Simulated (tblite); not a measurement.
C₅H₅OS₂ (doublet state).
Numbering: `[CH3:1][O:2][c:3]1[c:4][cH:5][c:6]([SH:7])[s:8]1` (hydrogens: H9, H10, H11 on C1; H12 on C5; H13 on S7)

The geometry is computed with GFN2-xTB (gas phase). This method treats the open shell by occupation alone, without spin polarisation.

Question: Give the optimised bond lengths and angles.

Answer: 
```csv
bond,length (bohr)
C1–O2,2.669
O2–C3,2.529
C3–C4,2.533
C4–C5,2.634
C5–C6,2.594
C6–S7,3.308
C6–S8,3.303
C3–S8,3.371
"C1–H9, C1–H10, C1–H11",2.064
C5–H12,2.030
S7–H13,2.522
```

Bonds in one row agree within 0.02 bohr and their mean is given. A selection of angles:
```csv
angle,degrees
C1–O2–C3,114.4
O2–C3–C4,132.7
O2–C3–S8,116.7
C4–C3–S8,110.4
C3–C4–C5,115.9
C4–C5–C6,111.1
C5–C6–S7,127.9
C5–C6–S8,113.0
S7–C6–S8,118.4
C3–S8–C6,89.0
H13–S7–C6,95.0
```

Dihedral angles: C1–O2–C3–C4 14° (synperiplanar); H13–S7–C6–C5 -23° (synperiplanar). The mirror-image conformer, all signs reversed, is as good.

S8 (sulfur bonded to 2 C) is bent (angle 89.0°). The 5-membered ring C3–C4–C5–C6–S8 has internal angles of 89.0° to 115.9°; it is slightly puckered (a soft mode that the optimisation may not have finished), 0.03 Å rms from its mean plane, widest ring torsion 7°. The C–S distances run from 1.748 Å (C6–S8, aromatic) to 1.784 Å (C3–S8, aromatic), a spread of 0.036 Å. S7 (sulfur bonded to C and H) is bent (angle 95.0°). Of the pairs four or more bonds apart, C4···H10 is among the closest relative to their van der Waals radii: 2.65 Å, 91 % of the sum of Bondi's values. C6 (carbon bonded to C and 2 S) is almost planar (angles 127.9°, 118.4° and 113.0°, sum 359.3°, 0.08 Å off the plane of its three neighbours). The C–O distances run from 1.338 Å (O2–C3, drawn single) to 1.412 Å (C1–O2, drawn single), a spread of 0.074 Å.

Point group: C1 (no symmetry element, even within 0.4 Å). Its GFN2-xTB frequencies are all real (lowest 70 cm⁻¹). Torsions: C1–O2–C3–C4 14°, C5–C6–S7–H -23°. 3 starts were optimised and ended at 0.00, 0.00 and 0.18 kcal/mol (GFN2-xTB); the lowest of these is shown.
